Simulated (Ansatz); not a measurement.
Ideal-gas functions of C$_{2}$H$_{3}$GaS (`C=[C]1[S][GaH]1`) at 400 K and 1 bar, from an Ansatz frequency run at PBE0-D4/def2-TZVP.

Molar mass 128.84 g/mol, point group Cs (symmetry number 1), electronic degeneracy 1, moments of inertia 83.942, 154.985, 238.928 u Å². Harmonic wavenumbers (cm⁻¹, unscaled): 245, 291, 352, 470, 487, 566, 633, 667, 889, 1052, 1417, 1684, 2097, 3135, 3226.

Use S(trans) = R[1.5 ln M + 2.5 ln T − 1.1517]; rotational temperatures θ = 24.2544 K / I; S(rot) = R[ln(√π/σ · √(T³/θAθBθC)) + 1.5]; for each mode x = 1.438777 ν̃/T, S = R[x/(eˣ − 1) − ln(1 − e⁻ˣ)] and H = RT x/(eˣ − 1); 1 cm⁻¹ = 0.0119627 kJ/mol; R = 8.31446 J/(mol·K).

**Question.** By hand: the entropy, in J/(mol·K).

**Answer.** Translation 175.6. Rotation: θ = 0.2889, 0.1565, 0.1015 K, giving 114.3. Vibration, mode by mode: 9.63, 8.30, 6.89, 4.87, 4.64, 3.71, 3.06, 2.78, 1.48, 0.92, 0.31, 0.14, 0.04, 0.00, 0.00, in all 46.8. Electronic 0.0. Sum 336.7 J/(mol·K).

**Question.** By hand: H − E and G − E in kJ/mol, counted from the electronic energy.

**Answer.** Zero-point energy ½ × 17211 × 0.0119627 = 102.9; thermal vibration 11.7; translation, rotation and pV give 4 RT = 13.3. H − E = 127.9 kJ/mol, and G − E = 127.9 − 400 × 336.7/1000 = -6.8 kJ/mol.

Vibration gives 14 % of the entropy.
